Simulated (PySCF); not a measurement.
CH₃O₃Re (SMILES [CH3][Re](=[O])(=[O])=[O]), singlet, at a GFN2-xTB geometry (such geometries of metal compounds can be far from the true shape) (core potentials on Re). Base run: SVWN5/def2-SVP (PySCF).

Here is a job for PySCF.
```python
from pyscf import gto, scf, dft

mol = gto.M(
    atom='''
Re    0.06874118   -0.12694771   -0.06206747
O     1.20409994    0.71141375   -0.92250863
O     0.49430691   -0.80148520    1.38573825
O    -1.28320559   -0.67670116   -0.83812129
C    -0.89001532    1.64363512    0.80360865
H    -0.15488768    2.19502798    1.39106321
H    -1.71349648    1.32519993    1.44394246
H    -1.26872215    2.27322082   -0.00246365
''',
    basis='def2-svp',
    ecp={'Re': 'def2-svp'},
    verbose=4,
)

mf = dft.RKS(mol)
mf.xc = 'lda,vwn'
mf.kernel()
```

Variants of this job, named by their change:

```tsv
change	ΔE vs base (mEh)	fitting functions	dipole (D)	outcome
base	0.000	-	1.68	converged
auxbasis = def2-tzvp-ri	-	-	-	input refused
auxbasis = cc-pvdz-jkfit	-	-	-	input refused
auxbasis = def2-universal-jfit	-0.193	318	1.68	converged
auxbasis = cc-pvtz-ri	-	-	-	input refused
auxbasis = even-tempered beta=3.0	-25.132	535	1.70	converged
auxbasis = def2-universal-jkfit	-0.064	587	1.68	converged
auxbasis = autoaux	-0.039	787	1.68	converged
auxbasis = even-tempered beta=1.6	-0.003	1153	1.68	converged
auxbasis = default (with mf = mf.density_fit())	-0.193	318	1.68	converged
```

A fitting set is made for a task (jfit for Coulomb, jkfit for Coulomb and exchange, ri for correlation) and for a family of orbital bases.

- auxbasis = def2-tzvp-ri: ended with `pyscf.lib.exceptions.BasisNotFoundError: Basis set not found for Re in def2-tzvp-ri`
- auxbasis = cc-pvdz-jkfit: ended with `pyscf.lib.exceptions.BasisNotFoundError: Basis set not found for Re in cc-pvdz-jkfit`
- auxbasis = cc-pvtz-ri: ended with `pyscf.lib.exceptions.BasisNotFoundError: Basis set not found for Re in cc-pvtz-ri`
